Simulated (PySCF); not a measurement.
**Computed properties of C₅H₅Cl, SMILES C(=C=C)/C=C/Cl**

C₅H₅Cl, SMILES C=C=C/C=C/Cl. Geometry optimised at PBE0-D3(BJ)/def2-SVP. The structure was generated by enumeration; whether it is a known compound was not checked. Other conformers were not sampled. All values are computed for the isolated molecule unless a solvent is named; none is compared with measurement here.

**Structure.** The optimised structure has Cs symmetry. All 27 harmonic modes at PBE0-D3(BJ)/def2-SVP (PySCF) are real, so it is a minimum. With heavy atoms numbered as in [CH2:1]=[C:2]=[CH:3]/[CH:4]=[CH:5]/[Cl:6], the shortest bond between them is C1–C2 at 1.306 Å and the longest C5–Cl6 at 1.720 Å.

**Vibrations.** The strongest infrared lines (harmonic, unscaled, degenerate partners summed) lie at 2075 cm⁻¹ (64 km/mol, C 98 %), 670 cm⁻¹ (62 km/mol, C 81 %, Cl 10 %, H 8 %), 876 cm⁻¹ (47 km/mol, H 74 %, C 26 %). The softest mode is at 61 cm⁻¹ and the zero-point energy is 50.5 kcal/mol.

**Electronic structure.** CAM-B3LYP/def2-TZVP (PySCF) places the frontier levels at -7.79 and -0.17 eV, a gap of 7.62 eV, and gives a dipole moment of 1.64 D and a mean polarisability of 77.9 bohr³. PBE/def2-TZVP (PySCF) at the same geometry gives -5.53 and -2.13 eV, so its gap is 4.22 eV narrower. An orbital gap is neither the optical nor the fundamental gap.

**Excitations.** TDA-ωB97X/def2-SVPD (PySCF) has S1 at 5.43 eV (228 nm, f = 0.000, dark); the most intense of the 10 singlets computed lies at 5.46 eV (f = 0.64). T1 (TDA) is at 2.98 eV, 2.45 eV under S1. TDA-PBE/def2-SVPD (PySCF) puts S1 at 4.54 eV. No vertical singlet excitation falls in the visible range (under 3.1 eV).

**NMR.** GIAO shifts at HF/pcSseg-1 (PySCF) (non-relativistic, atoms alike by connectivity averaged): ¹³C from 85.8 to 233.7 ppm against TMS; ¹H from 5.7 to 6.8 ppm against TMS. Without spin–orbit terms, shifts of atoms bonded to Cl or Br come out too high.
